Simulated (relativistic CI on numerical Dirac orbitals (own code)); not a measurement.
# Radial parameters of Xe²⁸⁺

Calculated at this level of theory: Dirac-Coulomb-Breit CI, orbitals from a KLI potential per configuration, model QED (radiative potential, 1s self-energy scaled to tabulated hydrogen-like ionisation energies), unscaled Slater integrals (own radial code, finite nucleus).

Slater integrals F^k, G^k are unscaled and averaged over j, outside the closed core [Ne]; ζ comes from projecting the Hamiltonian with its Breit term on Σ l·s of the shell.

- 3s²3p⁶3d⁸: F^2(3d,3d) = 381200, F^4(3d,3d) = 245070, ζ(3d) = 44747 cm⁻¹; <r>(3d) = 0.2652, <r^2>(3d) = 0.08217 (bohr units).
- 3s²3p⁵3d⁹: ζ(3p) = 356260, F^2(3p,3d) = 339180, G^1(3p,3d) = 374580, G^3(3p,3d) = 245850, ζ(3d) = 44199 cm⁻¹; <r>(3p) = 0.2923, <r^2>(3p) = 0.09882, <r>(3d) = 0.2657, <r^2>(3d) = 0.08251 (bohr units).
- 3s²3p⁴3d¹⁰: F^2(3p,3p) = 338920, ζ(3p) = 356010 cm⁻¹; <r>(3p) = 0.2927, <r^2>(3p) = 0.09906 (bohr units).

Question: Give the Racah parameters of the d shell in 3s²3p⁶3d⁸.

Answer: B = F²/49 − 5F⁴/441 = 5001 cm⁻¹ and C = 35F⁴/441 = 19450 cm⁻¹.

Averages of the first 10 configurations, taken without configuration mixing, which lowers the lowest level and can move excited configurations by several eV; other configurations of the list can lie among them:

```csv
Configuration,Parity,States,Average energy above the lowest level (eV)
3s²3p⁶3d⁸,even,45,15.8
3s²3p⁵3d⁹,odd,60,283.8
3s²3p⁴3d¹⁰,even,15,556.9
3s3p⁶3d⁹,even,20,470.4
3p⁶3d¹⁰,even,1,932.0
3s3p⁵3d¹⁰,odd,12,737.0
3s²3p⁶3d⁷4s,even,240,679.8
3s²3p⁶3d⁷4p,odd,720,747.0
3s²3p⁶3d⁷4d,even,1200,841.2
3s²3p⁴3d⁹4s,even,300,1209.5
```
